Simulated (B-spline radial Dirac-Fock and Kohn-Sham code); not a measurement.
**Auger decay of the 4p1/2 hole in Tb²⁺**

System: terbium as Tb²⁺ in the configuration 1s2 2s2 2p6 3s2 3p6 3d10 4s2 4p6 4d10 4f9 5s2 5p6, inside a Watson sphere of charge -2 and radius 1.6 Å (a model of the Madelung potential; inside it an electron's potential energy is raised by 18.0 eV).

Model: a relativistic independent-particle model: LDA orbitals of the hole state, radiative multipoles to third order, Auger rates from the Coulomb interaction with a continuum orbital, Dirac-Fock energies. Program: a radial atomic solver. Kinetic energies are configuration averages from the vacuum level; the two-hole energies are estimated from single-hole states.

```csv
transition,kinetic energy (eV),width (meV),share (%)
N2-N3N6,10.86,462,5.1
N2-N3N7,11.99,390,4.3
N2-N4O1,97.21,531,5.9
N2-N5O1,103.3,82.7,0.9
N2-N4O2,122.0,368,4.1
N2-N4O3,126.8,666,7.4
N2-N5O2,128.0,338,3.7
N2-N5O3,133.0,76.6,0.8
N2-N4N7,143.2,3330,36.9
N2-N4N6,143.4,1590,17.6
N2-N5N6,148.6,406,4.5
N2-N5N7,150.1,107,1.2
N2-N6O1,254.1,34.7,0.4
N2-O2O3,259.5,34.2,0.4
N2-N6O2,278.8,128,1.4
N2-N7O2,279.6,209,2.3
N2-N6O3,283.6,40.9,0.5
N2-N6N7,300.8,141,1.6
```

Coster-Kronig rates are the weakest part of this model and often come out 1.5 to 2.5 times too large. Super-Coster-Kronig decay this fast strains the one-particle picture, and such widths tend to come out too large. The listed channels hold 99 % of the non-radiative rate. Summed by principal shells, of 9.04 eV in all: NNN 71.4 %, NNO 27.8 %, NOO 0.8 %.

Values without a named source are computed, but for edge energies of neutral atoms, which are taken from tables.
